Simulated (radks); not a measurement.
The numbers below are computed, except where a source is named.
Question: The mean radii <r> (bohr) of the occupied orbitals of an atom or ion are listed with their occupations. Code: a radial shooting solver on a logarithmic mesh with Libxc functionals. Model: non-relativistic Kohn-Sham, PBE, spin-polarised, spherical densities, point nucleus.

| orbital | occ. | <r> |
|---|---|---|
| 1s up | 1 | 0.02573 |
| 1s down | 1 | 0.02573 |
| 2s up | 1 | 0.1097 |
| 2s down | 1 | 0.1096 |
| 2p up | 3 | 0.09316 |
| 2p down | 3 | 0.09310 |
| 3s up | 1 | 0.2777 |
| 3s down | 1 | 0.2780 |
| 3p up | 3 | 0.2663 |
| 3p down | 3 | 0.2667 |
| 3d up | 5 | 0.2353 |
| 3d down | 3 | 0.2357 |

Name the element and its charge. Open shells, if any, are filled with parallel spins first.

Answer: Z = 59, praseodymium, charge +33: Pr33+ in [Ar] 3d8. The 1s radius gives Z: for a bare nucleus <r> = 1.5/Z, 0.02542 bohr for Z = 59, and screening makes it slightly larger (0.02573 here). The occupations add up to 26, and the charge is Z minus that.
